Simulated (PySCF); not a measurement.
**Ionisation energy of Sr¹⁸⁺ by level of theory**

Sr¹⁸⁺ [Ar] 3d2 (3F) → Sr¹⁹⁺ [Ar] 3d1 (2D), as a difference of total energies. Calculation: PySCF 2.14, in an uncontracted even-tempered set (19 s from 1.7 bohr⁻², ratio 2.5; 12 p from 2.2 bohr⁻², ratio 2.5; 8 d from 2.2 bohr⁻², ratio 2.5; 4 f from 7.7 bohr⁻², ratio 2.7; 3 g from 12 bohr⁻², ratio 2.7); scalar relativity by spin-free X2C-1e. Correlated levels: outer shells: [Ne] frozen; virtual orbitals above 40 to 60 times the deepest correlated orbital energy dropped. The calculations carry no spin-orbit coupling.

| method | ionisation energy (eV) |
| --- | --- |
| UHF | 720.66 |
| MP2 (outer shells) | 720.79 |
| SCS-MP2 (outer shells) | 720.72 |
| CCSD (outer shells) | 720.66 |
| CCSD(T) (outer shells) | 720.64 |

Breit and QED terms and the two-electron picture change are absent.

The reference lies between the lowest fine-structure levels, while these numbers refer to the centres of the terms.

For comparison: 722 ± 3 eV (theoretical estimate listed by NIST; NIST Atomic Spectra Database, ionization energies).
